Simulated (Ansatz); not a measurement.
Born–Oppenheimer molecular dynamics of C2H8GeO2 (13 atoms, charge 0, multiplicity 1). It starts at the highest image of a converged band. Of that band: The profile has 2 maxima (images 2, 6) with wells between them (image 4): this band takes more than one step, which may be the mechanism or a detour left from its start path. Neighbouring images differ by up to 1.5 eV, so the band resolves the path poorly. A vibrational analysis at the climbing image gives one clearly imaginary mode, 1205i cm⁻¹: a first-order saddle point.

The calculation used RKS revPBE/def2-SVP (Ansatz 0.2.0).

* ensemble: NVE (velocity Verlet)
* time step: 0.5 fs
* steps asked: 200
* starting velocities drawn for: 300 K
* seed: 5337

First frame:

```xyz
13
Properties=species:S:1:pos:R:3
C -1.879 -0.247 1.233
O -1.469 0.679 0.229
C -0.395 0.252 -0.549
O 0.811 0.173 0.213
Ge 2.604 0.251 -0.822
H -2.764 0.190 1.734
H -1.082 -0.420 1.989
H -2.166 -1.231 0.790
H -0.307 0.992 -1.378
H -0.577 -0.767 -0.986
H 3.377 -0.984 -0.233
H 1.686 1.283 0.063
H 2.181 -0.206 -2.268
```

Q: How far do the bonds stretch over the last three quarters of this one trajectory? (Pairs bonded in most of those frames.)

A: 
```csv
bond,mean (Å),spread (Å),shortest,longest
C1–O2,1.430,0.016,1.40,1.46
C1–H6,1.108,0.007,1.10,1.12
C1–H7,1.112,0.007,1.10,1.13
C1–H8,1.119,0.023,1.08,1.16
O2–C3,1.397,0.024,1.36,1.45
C3–O4,1.448,0.084,1.30,1.57
C3–H9,1.117,0.012,1.10,1.14
C3–H10,1.126,0.027,1.08,1.17
O4–Ge5,1.821,0.076,1.69,1.97
Ge5–H11,1.600,0.080,1.44,1.72
Ge5–H12,1.633,0.136,1.40,1.86
Ge5–H13,1.578,0.051,1.49,1.68
```

Mean temperature of the second half: 859 K. The conserved energy stayed within 0.18 meV per atom of its start (net change 0.095 meV per atom), so the integration is sound. The kinetic energy rose, since the run started high on the potential surface and went downhill. A run of 0.1 ps of so small a system gives no equilibrium averages. The orbitals stay closed-shell, which can raise the energy where a bond breaks towards radicals; this wasn't checked here.

Run time: 3.6 min on 2 threads of AMD EPYC 9R45 96-Core Processor (Zen 5) (shared host), peak memory 0.19 GiB.
